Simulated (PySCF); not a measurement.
## A small calculation by hand: refractive index and permittivity of the vapour

difluoro(fluorosilyl)silane (F3H3Si2), SMILES F[SiH2][SiH](F)F.

Coordinates come from a ωB97X-D3(BJ)/def2-SVP optimisation. One conformer was computed; it need not be the lowest.

PBE/def2-TZVP (PySCF) gives a mean static polarisability of 51.5 bohr³ and a dipole moment of 1.21 D. Take an ideal gas at 298.15 K and 0.1 bar, whether or not the substance is that volatile.

Problem. Work out n − 1 in the optical limit and the static ε − 1.

Solution. 
Polarisability volume α' = 51.5 × 0.148185 = 7.63 Å³. Number density N = p/kT = 2.43e-6 Å⁻³.
Dilute limit of Lorentz–Lorenz: n − 1 = 2π N α' = 0.00012.
Orientation term of Debye: μ²/(3kT) = 8.098 Å³ × μ²(D²) = 11.86 Å³.
ε − 1 = 4π N (α' + μ²/3kT) = 0.00059. Orientation of the dipole supplies 61 % of the static response; it can't follow optical fields. Vibrational polarisation and dispersion are left out.
